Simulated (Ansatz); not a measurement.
Tuning the range parameter of LC-ωPBE so that −HOMO meets the ionisation energy; basis def2-SVP, Ansatz. System: In2Se3 (the lowest singlet isomer of a short search). The state is a singlet with charge 0. Geometry: B3LYP-D4/def2-SVP. The ionised state is a doublet.

Geometry of the singlet:

```xyz
5

In   -1.332   -0.756    1.903
In   -0.566    0.709   -2.056
Se    0.220   -1.769   -0.450
Se    1.644    0.156   -0.187
Se    0.035    1.660    0.789
```

In the def2 sets In takes a core potential; there is no spin–orbit coupling. The structure comes from a short search, and lower isomers may exist.

```tsv
ω (1/bohr)	HOMO (eV)	LUMO (eV)	vertical IE (eV)	HOMO + IE (eV)
0.1	-6.09	-1.35	7.05	0.96
0.15	-6.57	-0.84	7.11	0.53
0.2	-6.95	-0.47	7.20	0.24
```

Q: Estimate the row for 0.3 bohr⁻¹.

A: 
```csv
ω (1/bohr),HOMO (eV),LUMO (eV),vertical IE (eV),HOMO + IE (eV)
0.3,-7.50,-0.15,7.40,-0.10
```

Q: Where does the tuning condition hold?

A: Near ω = 0.27 bohr⁻¹, by linear interpolation.
